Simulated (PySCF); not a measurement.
# Telling isomers of C5H6F4O2 apart by NMR

[PySCF 2.14.0 with density-fitted response routines: shielding tensors at PBE0/pcSseg-1 (GIAO); geometry from GFN2-xTB; non-relativistic; no solvent; fast rotation and ring inversion assumed for equivalent nuclei; a single conformation]

Referencing at the same level of theory: ¹H (31.72 ppm), ¹³C (186.93 ppm) against TMS. Splittings of carbon signals by F and P are missing where no couplings were computed. Where no couplings were computed, multiplicities follow the n + 1 count of equivalent neighbours, and m marks all less simple cases (inequivalent or close neighbours, rings, F or P nearby). Shifts are as computed. Against solution values, carbons near 30 ppm lie about +3 ppm off and those near 130 ppm about +5 ppm. Of 1211 compounds with measured shifts, 218 miss one by over three times the rms of a fit or turn the order of signals round; such compounds aren't used in these exercises.

(1) Tabulate the signals of `FC(F)(F)[C@]1(F)COCCO1`, `FC(F)(F)[C@H]1CO[C@@H](F)OC1`, `FC(F)O[C@@H](F)[C@@H]1OC[C@H]1F` and their relative energies.

(2) What is the quickest way to tell FC(F)(F)[C@]1(F)COCCO1 from FC(F)(F)[C@H]1CO[C@@H](F)OC1?

(3) What is the quickest way to tell FC(F)(F)[C@]1(F)COCCO1 from FC(F)O[C@@H](F)[C@@H]1OC[C@H]1F?

(4) What is the quickest way to tell FC(F)(F)[C@H]1CO[C@@H](F)OC1 from FC(F)O[C@@H](F)[C@@H]1OC[C@H]1F?

## Answers

(1) 
```tsv
SMILES	carbon types	δC	δH	E rel. (kcal/mol)
FC(F)(F)[C@]1(F)COCCO1	2×C 3×CH2	129.5, 109.3, 70.1, 68.6, 65.7	4.63 (m, 1H), 4.28 (m, 1H), 3.98 (m, 1H), 3.92 (m, 1H), 3.83 (m, 1H), 3.76 (m, 1H)	14.5
FC(F)(F)[C@H]1CO[C@@H](F)OC1	1×C 2×CH 2×CH2	133.5, 116.7, 60.7, 41.7	6.13 (m, 1H), 4.52 (m, 2H), 4.19 (m, 2H), 2.81 (m, 1H)	0.0
FC(F)O[C@@H](F)[C@@H]1OC[C@H]1F	4×CH 1×CH2	122.4, 114.9, 93.2, 90.3, 79.2	6.86 (m, 1H), 6.11 (m, 1H), 5.60 (m, 1H), 5.25 (m, 1H), 4.99 (m, 1H), 4.80 (m, 1H)	37.1
```

Energies are electronic energies at PBE0/pcSseg-1 on these geometries, without zero-point or thermal terms, each for the one conformer computed, which needn't be the lowest.

(2) Count the carbon signals: 5 against 4. The first has a fully substituted sp3 carbon bonded to F and O (C) at 109.3 ppm, the second an sp3 carbon bearing two oxygens (CH) at 116.7 ppm. Their most deshielded carbons lie at 129.5 and 133.5 ppm. In the proton spectra the most deshielded non-exchanging signals are 4.63 (m, 1H) and 6.13 (m, 1H).

(3) Both give the same number of carbon signals, but DEPT or the intensities differ. The first has a CF3 carbon (C) at 129.5 ppm, the second an sp3 CH bonded to 2 F and O at 122.4 ppm. In the proton spectra the most deshielded non-exchanging signals are 4.63 (m, 1H) and 6.86 (m, 1H).

(4) Count the carbon signals: 4 against 5. The first has a CF3 carbon (C) at 133.5 ppm, the second an sp3 CH bonded to F at 90.3 ppm. Their most deshielded carbons lie at 133.5 and 122.4 ppm. In the proton spectra the most deshielded non-exchanging signals are 6.13 (m, 1H) and 6.86 (m, 1H).
